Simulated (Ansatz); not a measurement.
Reactions of C6H14Cl2Si (`CC(C)[Si](Cl)(Cl)C(C)C`).

Calculated with Ansatz (gas phase, PBE0-D4/def2-TZVP geometries, no zero-point term in ΔE). CBS: MP2 limit from def2 TZ/QZ plus the TZ coupled-cluster correction, frozen cores. This one scheme is used for every species, atoms too. DFT in def2-TZVPP. Open shells (•) are unrestricted, without spin–orbit coupling. Spin–orbit coupling would lower the free atoms: a little for C, Cl, Si. Each species was taken in one conformer, which may not be the lowest.

| reaction | CCSD(T)/CBS(def2) (eV) |
| --- | --- |
| `CC(C)[Si](Cl)(Cl)C(C)C` → Cl₂ + `CC(C)[Si]C(C)C` | 6.55 |
| `CC(C)[Si](Cl)(Cl)C(C)C` + `CCC` → `CC(C)[Si](Cl)(C(C)C)C(C)C` + HCl | 1.20 |
| `CC(C)[Si](Cl)(Cl)C(C)C` → `Cl[Si]Cl` + `CC(C)C(C)C` | 1.96 |
| `CC(C)[Si](Cl)(Cl)C(C)C` + HCl → `CC(C)[Si](Cl)(Cl)Cl` + `CCC` | -1.02 |
| `CC(C)[Si](Cl)(Cl)C(C)C` → `CC(C)Cl` + `CC(C)[Si]Cl` | ? |
| `CC(C)[Si](Cl)(Cl)C(C)C` → 6 C• + 2 Cl• + 14 H• + Si• | ? |

(1) Fill in the missing values. (Best estimate.)

Largest T1 diagnostic: 0.013, for `Cl[Si]Cl`.

Results:

(1) Ansatz gave: `CC(C)[Si](Cl)(Cl)C(C)C` → `CC(C)Cl` + `CC(C)[Si]Cl`: +3.58 eV; `CC(C)[Si](Cl)(Cl)C(C)C` → 6 C• + 2 Cl• + 14 H• + Si•: +92.97 eV.
